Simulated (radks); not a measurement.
Question: Species: S13+. Configuration: [He] 2s1 (the NIST ground configuration). Calculated with a radial shooting solver on a logarithmic mesh with Libxc functionals: non-relativistic Kohn-Sham, PBE, spin-polarised, spherical densities, point nucleus; open shells are filled with parallel spins first. Some entries of the table are withheld. Estimate them.

| orbital | occ. | eigenvalue (hartree) | <r^2> (bohr^2) | r(max) (bohr) |
|---|---|---|---|---|
| 1s up | 1 | -111.6048 | (1) | 0.06350 |
| 1s down | 1 | -111.4553 | (2) | 0.06353 |
| 2s up | 1 | (3) | (4) | 0.3510 |

Answer: 
(1) 1s up <r^2> (bohr^2): 0.01245
(2) 1s down <r^2> (bohr^2): 0.01244
(3) 2s up eigenvalue (hartree): -25.08384
(4) 2s up <r^2> (bohr^2): 0.1929
